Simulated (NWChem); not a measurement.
System: vinylidene fluoride (C2H2F2); SMILES C=C(F)F

Q: Give the equilibrium geometry at B3LYP/6-31G* (spherical d) (NWChem) as a list of bonds and angles, with the point group.

A: point group C2v; any orientation.
Bonded distances (Å): C1–C2 1.323, C1–H5 1.081, C1–H6 1.081, C2–F3 1.326, C2–F4 1.326. Bond angles (°): C2–C1–H5 120.0, C2–C1–H6 120.0, H5–C1–H6 120.0, C1–C2–F3 125.0, C1–C2–F4 125.0, F3–C2–F4 109.9.
